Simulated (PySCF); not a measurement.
AlH5OSi, SMILES [AlH2][O][SiH3]. Atoms are numbered in the order given.

```xyz
8

Al    -0.3114     0.3134     1.6817
H     -1.8319     0.5366     2.0473
H      0.8675     0.3620     2.7304
O      0.0823     0.0048     0.0758
Si     0.2465    -0.2789    -1.5142
H      1.1236     0.7545    -2.1255
H     -1.0766    -0.2431    -2.1939
H      0.8559    -1.6181    -1.7295
```
Charge 0, spin multiplicity 1.

Geometry optimised at PBE0-D3(BJ)/def2-TZVP.

Calculation: C-PCM-ωB97X/def2-SVP (PySCF).

The values are the electrostatic part of the solvation free energy, E(continuum) − E(gas) at the gas-phase geometry, in a cavity of scaled van der Waals radii (PySCF's table); cavitation and dispersion terms are not included. A continuum can't describe solvent molecules that bind to the metal. In vacuum the orbital gap is 11.46 eV. The dipole moment in vacuum is 0.31 D.

Computed values in water (ε = 78.36), cyclohexanone (ε = 15.62), dichloromethane (ε = 8.93):
```
solvent              ε  ΔG(elec) (kcal/mol)  dipole (D)  gap (eV)
---------------  -----  -------------------  ----------  --------
water            78.36                 -3.9        0.38     11.94
cyclohexanone    15.62                 -3.7        0.38     11.92
dichloromethane   8.93                 -3.5        0.37     11.89
```
